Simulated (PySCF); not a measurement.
**Working out the ionisation energy of I**

I [Kr] 4d10 5s2 5p5 (2P) → I⁺ [Kr] 4d10 5s2 5p4 (3P). Calculation: PySCF 2.14, in def2-SVP with the def2 core potential (28 electrons) (4s4p2d, 26 functions); a scalar-relativistic core potential. Frozen: 4s2 4p6 4d10. Energies in hartree (1 hartree = 27.21139 eV):

```tsv
part	I (lower)	I⁺ (upper)
UHF	-296.649606	-296.297095
CCSD correlation	-0.090470	-0.074520
(T)	-0.000778	-0.000708
```

Q: What does Hartree-Fock give?

A: (-296.297095) − (-296.649606) = 0.352511 hartree = 9.592 eV.

Q: What do CCSD and CCSD(T) give?

A: The CCSD correlation energies differ by 0.015950 hartree = 0.434 eV and the triples by 0.000070 hartree = 0.002 eV, so CCSD gives 10.026 eV and CCSD(T) 10.028 eV.

Measured between the centres of the two terms (NIST): 10.519 eV, so CCSD(T) (valence) is off by -0.491 eV.

A double-zeta basis recovers only part of the correlation energy.

What remains against the reference includes basis incompleteness, the frozen core and higher excitations.
